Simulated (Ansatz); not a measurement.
Species: H3BO2, SMILES `OBO` (H–O–B–O torsion 0°, O–B–O–H torsion 180°) (charge 0, multiplicity 1).

Problem. Give a relaxed geometry from PBE0-D3(BJ)/def2-TZVP (Ansatz, an electronic-structure program).

Solution. This is not unique; one that fits is the end point of this relaxation, one of several conformers (outside a Z-matrix the atoms follow the SMILES, hydrogens last).
Z-matrix (Å, degrees):
```
B
O 1 1.3532
H 2 0.9626 1 112.26
O 1 1.3636 2 119.34 3 0.00
H 4 0.9584 1 113.18 2 180.00
H 1 1.1979 2 118.40 3 180.00
```
